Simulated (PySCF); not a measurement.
A calculated (PBE0, PySCF 2.14, aug-cc-pwCVTZ, no relativity, point nucleus) atom or ion has these occupied shells.

```json
{"shell": "1s α", "electrons": "1", "orbital energy (eV)": "-4897.4", "rms radius, mean of both spins (bohr)": "0.0813"}
{"shell": "1s β", "electrons": "1", "orbital energy (eV)": "-4897.4", "rms radius, mean of both spins (bohr)": "0.0813"}
{"shell": "2s α", "electrons": "1", "orbital energy (eV)": "-568.10", "rms radius, mean of both spins (bohr)": "0.355"}
{"shell": "2s β", "electrons": "1", "orbital energy (eV)": "-567.62", "rms radius, mean of both spins (bohr)": "0.355"}
{"shell": "2p α", "electrons": "3", "orbital energy (eV)": "-477.69", "rms radius, mean of both spins (bohr)": "0.322"}
{"shell": "2p β", "electrons": "3", "orbital energy (eV)": "-477.30", "rms radius, mean of both spins (bohr)": "0.322"}
{"shell": "3s α", "electrons": "1", "orbital energy (eV)": "-89.144", "rms radius, mean of both spins (bohr)": "1.07"}
{"shell": "3s β", "electrons": "1", "orbital energy (eV)": "-87.732", "rms radius, mean of both spins (bohr)": "1.07"}
{"shell": "3p α", "electrons": "3", "orbital energy (eV)": "-64.213", "rms radius, mean of both spins (bohr)": "1.15"}
{"shell": "3p β", "electrons": "3", "orbital energy (eV)": "-62.745", "rms radius, mean of both spins (bohr)": "1.15"}
{"shell": "3d α", "electrons": "1", "orbital energy (eV)": "-28.036", "rms radius, mean of both spins (bohr)": "1.45"}
{"shell": "4s α", "electrons": "1", "orbital energy (eV)": "-20.205", "rms radius, mean of both spins (bohr)": "3.00"}
```

(1) Name the element and its charge.

Answers

(1) Ti²⁺ (titanium, charge +2), in [Ar] 3d1 4s1, high-spin 3D determinant (an excited configuration).
